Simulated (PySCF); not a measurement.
A PySCF script (with the pyscf-properties extension) for the NMR shieldings of SMILES C#C[B@H-]1OC=C(F)C=[O+]1, C$_{5}$H$_{4}$BFO$_{2}$, on a GFN2-xTB geometry:

```python
import basis_set_exchange as bse
import numpy as np
from pyscf import gto, dft
from pyscf.prop import nmr

atoms = """
C     2.886768   -0.382100    0.305436
C     1.911371    0.001640   -0.281875
B     0.613861    0.462245   -0.998327
O    -0.278333   -0.806304   -1.187038
C    -1.185892   -1.076758   -0.358369
C    -1.572049   -0.212216    0.659480
F    -2.571036   -0.564242    1.503344
C    -1.036689    1.069545    0.711537
O    -0.116454    1.465585   -0.050152
H     3.756068   -0.708521    0.800266
H     0.745840    0.981336   -2.051678
H    -1.710574   -2.024994   -0.485485
H    -1.447268    1.795269    1.415133
"""
names = dict.fromkeys(["C", "B", "O", "F", "H"], "pcSseg-1")
basis = {el: gto.basis.parse(bse.get_basis(n, elements=[el], fmt="nwchem")) for el, n in names.items()}
mol = gto.M(atom=atoms, basis=basis, charge=0, verbose=0)
mf = dft.RKS(mol, xc="PBE0")
mf.grids.level = 2
mf.grids.alignment = dft.numint.BLKSIZE   # the property module wants whole blocks of grid points
mf.conv_tol = 1e-9
mf.kernel()

calc = nmr.RKS(mf)   # GIAO
C = mf.mo_coeff
Co = C[:, mf.mo_occ > 0]
resp = mf.gen_response(singlet=True, hermi=2)
def vind(x):   # induced exchange potential for any number of trial vectors
    d = np.einsum("pi,xij,qj->xpq", C, 2 * x.reshape(-1, C.shape[1], Co.shape[1]), Co, optimize=True)
    return np.einsum("xpq,pi,qj->xij", resp(d - d.transpose(0, 2, 1)), C, Co, optimize=True).ravel()
mo1, _ = nmr.rhf.solve_mo1(calc, with_cphf=vind)
sigma = calc.kernel(mo1)
for i, s in enumerate(sigma):   # ppm
    w = np.linalg.eigvalsh((s + s.T) / 2)
    print("%2d %-2s iso %8.1f  s11 %8.1f  s22 %8.1f  s33 %8.1f" % (i, mol.atom_pure_symbol(i), w.mean(), *w))
```

Question: What are the results?

Answer: 
```
 0 C  iso     93.6  s11     18.6  s22     21.5  s33    240.7
 1 C  iso     89.9  s11    -12.4  s22     -8.5  s33    290.6
 2 B  iso    103.5  s11     93.5  s22    104.0  s33    113.0
 3 O  iso     70.2  s11   -128.5  s22     -7.6  s33    346.9
 4 C  iso      9.1  s11    -78.0  s22     -6.4  s33    111.6
 5 C  iso     31.7  s11    -44.2  s22     47.9  s33     91.5
 6 F  iso    377.2  s11    361.1  s22    381.1  s33    389.5
 7 C  iso      9.2  s11    -77.9  s22     -6.2  s33    111.7
 8 O  iso     71.3  s11   -127.7  s22     -5.6  s33    347.1
 9 H  iso     29.9  s11     25.1  s22     25.4  s33     39.2
10 H  iso     27.7  s11     26.6  s22     26.8  s33     29.7
11 H  iso     23.5  s11     21.8  s22     23.1  s33     25.5
12 H  iso     23.5  s11     21.8  s22     23.1  s33     25.5
```

These numbers come from an equivalent density-fitted implementation of the same equations, which agrees with the script to about 0.01 ppm for H and up to a few tenths of a ppm for heavy atoms, so last digits may differ.

Size and cost of the density-fitted run: 173 basis functions, 68 s wall time on 1 thread of an Intel Xeon, shared host; peak memory 0.77 GiB.
